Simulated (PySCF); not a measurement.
trans-(1R,2R)-1-ethenyl-2-methylcyclopropane (C6H10), SMILES C=C[C@H]1C[C@H]1C.

Coordinates come from a B3LYP-D3(BJ)/def2-SVP optimisation. One conformer was computed; it need not be the lowest.

Two levels are set side by side: PBE/def2-TZVP (PySCF) and HF/def2-TZVP (PySCF). Same geometry, gas phase. Differences are taken from unrounded values.

```tsv
quantity	HF
orbital gap (eV)	13.21
highest occupied level (eV)	-9.35
lowest empty level (eV)	3.85
dipole moment (D)	0.47
mean polarisability (bohr³)	68.0
```

What does PBE give, and how far is it from HF? (The exact figures need the calculation; the answer reports its results.)


```json
[
 {"quantity": "orbital gap (eV)", "PBE": "5.07", "PBE minus HF": "-8.14"},
 {"quantity": "highest occupied level (eV)", "PBE": "-5.87", "PBE minus HF": "3.48"},
 {"quantity": "lowest empty level (eV)", "PBE": "-0.81", "PBE minus HF": "-4.66"},
 {"quantity": "dipole moment (D)", "PBE": "0.54", "PBE minus HF": "0.08"},
 {"quantity": "mean polarisability (bohr³)", "PBE": "72.6", "PBE minus HF": "4.6"}
]
```

Without exact exchange PBE keeps part of each electron's self-repulsion, which lifts occupied levels and narrows the gap. PBE's more diffuse valence density responds more strongly to a field. Differences between two approximate levels are no errors against the true value.

Rough cost on one machine, each run with all the roots and properties that it gave: HF against PBE about 1/4.
